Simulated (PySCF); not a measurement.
**Stretching IF**

Set-up: basis I cc-pVDZ-PP with ECP28, F cc-pVDZ; scalar-relativistic core potentials; PySCF 2.14. Energies in eV from I + F in their ground configurations at the same level. State: ¹Σ⁺ (singlet), closed shell.

Curves on a restricted Hartree–Fock reference rise too fast on stretching and do not dissociate correctly.

| R (Å) | ωB97X | RHF-CCSD |
| --- | --- | --- |
| 1.685 | -1.144 |  |
| 1.763 | -1.934 | -1.331 |
| 1.841 | -2.357 | -1.779 |
| 1.900 | -2.502 | -1.942 |
| 1.959 | -2.536 | -1.997 |
| 2.018 | -2.490 | -1.971 |
| 2.096 | -2.335 | -1.849 |
| 2.194 | -2.044 | -1.607 |
| 2.312 | -1.617 | -1.254 |
| 2.468 | -1.001 |  |

Put a parabola through the three lowest points of the ωB97X curve and estimate Re, k and ωe (reduced mass 16.52 u; 1 eV/Å² = 0.16022 mdyn/Å; ωe = 1302.8·√(k/μ) cm⁻¹).

Through R = 1.9, 1.959, 2.018 Å the second-order coefficient is 11.5 eV/Å², so Re ≈ 1.955 Å, k ≈ 3.68 mdyn/Å and ωe ≈ 615 cm⁻¹. A polynomial fit of higher order to the unrounded ωB97X energies gives Re = 1.952 Å, k = 3.93 mdyn/Å, ωe = 635 cm⁻¹; anharmonicity and rounding make the difference.

The higher-order fit for each curve: ωB97X: Re = 1.952 Å, ωe = 635 cm⁻¹, De = 2.54 eV; RHF-CCSD: Re = 1.967 Å, ωe = 605 cm⁻¹, De = 2.00 eV.

Correlated steps freeze 5 core orbitals. Correlated levels converge slowly with the basis: in double zeta they bind strong bonds too weakly, by up to about 1 eV, and carry superposition errors of some tenths. Spin–orbit coupling is left out, which matters for elements this heavy, above all for dissociation energies. Where the molecule has an RHF reference, its open-shell atoms are computed with UHF.
